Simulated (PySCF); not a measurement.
**Os²⁺ (osmium, charge +2) across methods**

[Xe] 4f14 5d5 6p1, high-spin 7P determinant (an excited configuration). Calculation: PySCF 2.14, in x2c-TZVPPall with one added diffuse shell each of s, p, d, f type (12s8p8d4f1g, 113 functions); scalar relativity by spin-free X2C-1e.

```
method   E (hartree)  mean ε 5p β (eV)  mean ε 5d α (eV)  mean ε 6p α (eV)  Σ⟨r²⟩ (bohr²)    ⟨S²⟩
  PBE0     -17254.00           -73.044           -29.729           -16.786          48.67  12.002
   PBE     -17254.22           -70.553           -27.894           -16.154          48.72  12.001
   UHF  -17248.93810           -79.080           -34.474           -18.293          49.13  12.004
r2SCAN     -17254.30           -71.614           -28.364           -16.239          48.53  12.002
   LDA     -17243.33           -71.085           -28.016           -16.327          48.63  12.001
```

Spin-orbit coupling, absent here, splits the open shell strongly.
